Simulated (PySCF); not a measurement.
C6H9Cl.
SMILES with atom numbers: `[Cl:1][CH2:2][CH2:3][C@@H:4]1[C@H:5]2[CH2:6][C@@H:7]12`

Definitions: NICS(0) = −σiso at the ring centroid; NICS(1) = −σiso and NICS(1)zz = −σzz at ±1 Å along the ring normal z. Level: GIAO PBE0/pcSseg-1 (PySCF, non-relativistic, gas phase) on the GFN2-xTB geometry, one conformer.

Ring bond lengths (Å), with Mayer bond orders in brackets: C4–C5 1.500 (0.94), C5–C7 1.484 (0.81), C7–C4 1.498 (0.95); C5–C6 1.495 (0.98), C6–C7 1.495 (0.98), C7–C5 1.484 (0.81).

What do the NICS probes read (ppm)?

```json
{"ring": "C4–C5–C7", "type": "3-membered carbocycle; formal bonds all single", "NICS(0)": "-47.3", "NICS(1), two faces": "-14.9 / -7.7", "NICS(1)zz, two faces": "-22.0 / -20.7", "rms pucker (Å)": "0.00", "centre to ring atoms, mean (Å)": "0.86"}
{"ring": "C5–C6–C7", "type": "3-membered carbocycle; formal bonds all single", "NICS(0)": "-46.7", "NICS(1), two faces": "-8.2 / -15.1", "NICS(1)zz, two faces": "-23.2 / -22.0", "rms pucker (Å)": "0.00", "centre to ring atoms, mean (Å)": "0.86"}
```

What can be read from them?

- C4–C5–C7: mean NICS(1)zz -21.4 ppm, shielded. C4, C5, C7 have four or more neighbours, and the NICS criterion for π rings isn't applied. NICS(0) lies 36 ppm below the mean NICS(1).
- C5–C6–C7: mean NICS(1)zz -22.6 ppm, shielded. C5, C6, C7 have four or more neighbours, and the NICS criterion for π rings isn't applied. NICS(0) lies 35 ppm below the mean NICS(1).

At the second NICS(1) probe listed for ring C5–C6–C7, 1 Å off the ring, what do the in-plane components average?

The isotropic value is a third of the trace: (3 × -15.1 − (-22.0))/2 = -11.6 ppm.

How shielded are the nuclei of the rings and their hydrogens (means over atoms taken as equivalent)?

```tsv
atoms	environment	σ isotropic (ppm)
C4	three-membered-ring carbon	145.2
C5 (×2)	sp3 carbon at a ring junction	182.3
C6	three-membered-ring carbon	159.5
H on C4	methine hydrogen	31.44
H on C5 (×2)	methine hydrogen	30.03
H on C6	methylene hydrogen	31.53
H on C6	methylene hydrogen	30.55
```

Conformer computed: `[Cl:1][CH2:2][CH2:3][C@@H:4]1[C@H:5]2[CH2:6][C@@H:7]12`: Cl1–C2–C3–C4 180°, C2–C3–C4–C5 -84°.
